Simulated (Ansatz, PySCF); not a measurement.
Process, species as SMILES: C#CO → [C-]#CO + H+
Each molecule is optimised on its own at B3LYP-D3(BJ)/def2-TZVP (Ansatz, an electronic-structure program).
Geometry of the first species:
```xyz
5

C      1.3080    -0.1153    -0.1364
C      0.1216    -0.0059    -0.0156
O     -1.1689     0.1846     0.0722
H      2.3584    -0.2191    -0.2392
H     -1.5848    -0.5301     0.5735
```

Wanted: gas-phase deprotonation energy (enthalpy at 298 K, with B3LYP-D3(BJ) rigid-rotor harmonic-oscillator terms from PySCF), in kcal/mol. Cores are frozen in the correlated levels unless marked. Spin-orbit coupling is left out. Non-relativistic. Anions need diffuse functions: aug- sets have them; def2-D sets add few; the other sets have none. CBS(X,Y): correlation extrapolated as X^-3; Hartree-Fock from the larger set. The bracket is a focal-point correction in the basis named.

| level | program | gas-phase deprotonation energy (kcal/mol) |
|---|---|---|
| BLYP/def2-TZVPD | Ansatz | [?] |
| r2SCANh-D4/def2-TZVPD | Ansatz + dftd4 | 384.1 |
| CCSD/cc-pVTZ | Ansatz | 390.0 |
| RI-MP2/CBS(aug-cc-pVTZ,aug-cc-pVQZ)+[CCSD(T)-MP2]/aug-cc-pVTZ | Ansatz | [?] |

Question: Fill in the missing entries.

Answer: 
- BLYP/def2-TZVPD, gas-phase deprotonation energy (kcal/mol): 380.8
- RI-MP2/CBS(aug-cc-pVTZ,aug-cc-pVQZ)+[CCSD(T)-MP2]/aug-cc-pVTZ, gas-phase deprotonation energy (kcal/mol): 381.4
